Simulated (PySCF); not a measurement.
**Static response to an electric field**

Species: [RuO3N]- (charge -1 and singlet state).
Geometry (PBE0-D3(BJ)/def2-SVP, Å), atoms numbered from 1 in this order:
```xyz
5
NO3Ru angstrom
Ru    -0.0004    0.0001    0.0005
O     -0.0111   -0.0592    1.7135
O      1.6100   -0.0025   -0.5848
O     -0.8353    1.3907   -0.5537
N     -0.7632   -1.3291   -0.5755
```

Level: wB97X-D/def2-SVPD (PySCF), static field, nuclei fixed, core orbitals frozen in the response. The polarisability tensor in these axes (au):

```
x   60.94  0.94  0.44
y    0.94 62.08  0.76
z    0.44  0.76 60.74
```

Problem. What are the eigenvalues, a third of the trace, and Δα (Δα² = ½Σ(αi − αj)² over the three pairs)?

Solution. Principal values 60.38, 60.42 and 62.95 au; mean 61.25 au = 9.08 Å³ = 10.10 × 10⁻⁴⁰ C²·m²/J; Δα = 2.56 au (4 % of the mean).

Problem. Sum over states: ᾱ = Σ f/ω², ω in Eh. What share falls to these 10 lowest TDDFT singlets (eV, f)? 2.73, 0.0000; 3.03, 0.0012; 3.03, 0.0012; 3.72, 0.0154; 3.89, 0.0063; 3.89, 0.0063; 4.05, 0.0001; 4.05, 0.0001; 4.40, 0.0000; 4.59, 0.0038.

Solution. They add up to 1.77 au, 2.9 % of the 61.25 au; the largest single term is 0.82 au, from the state at 3.72 eV. Terms in order: 0.00, 0.09, 0.09, 0.82, 0.31, 0.31, 0.00, 0.00, 0.00, 0.13 au. Higher excitations give the rest. The strengths listed sum to 0.034.

Problem. Rayleigh depolarisation ratio (linearly polarised light, static tensor)?

Solution. ρ = 3Δα²/(45ᾱ² + 4Δα²) = 19.6/(168828 + 26.1) = 0.000116.

Isolated species at its PBE0-D3(BJ)/def2-SVP geometry, gas phase. Atoms past krypton carry effective core potentials; spin–orbit coupling is left out.

These values come from a run that also computed excited states. Time: 12 s of wall time. Hardware: one thread of an Arm Neoverse V2, no GPU, shared host.

The pairwise dispersion term of wB97X-D wasn't added to the energies; at a given geometry it leaves orbitals and properties as they are.
